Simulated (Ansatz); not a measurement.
Basis-set extrapolation for `OCO[SiH2]F` (PBE0-D4/def2-TZVP geometry, frozen core, the Gaussian-basis code of Ansatz). Multiplicity 1, RHF reference.

```json
{"": "HF", "def2-TZVPP": "-579.126874", "def2-QZVPP": "-579.150481"}
{"": "MP2 correlation", "def2-TZVPP": "-1.015591", "def2-QZVPP": "-1.099813"}
{"": "CCSD(T) correlation", "def2-TZVPP": "-1.077472", "def2-QZVPP": "not run"}
```

Energies in hartree. Use E(X) = E(∞) + A·exp(−7.88·√X) for Hartree–Fock and E(X) = E(∞) + B·X^(−2.97) for correlation, with X = 3 and 4, and add CCSD(T) minus MP2 of the smaller set to the MP2 limit.

What is the CCSD(T) energy at the basis-set limit?

HF limit: -579.150481 + (-0.023607) × 0.13774 = -579.15373. MP2 limit: -1.099813 + (-0.084222) × 0.74074 = -1.16220. Higher-order term: -1.077472 − (-1.015591) = -0.06188. Total: -580.37781 hartree, 4.72 eV below CCSD(T)/def2-TZVPP.
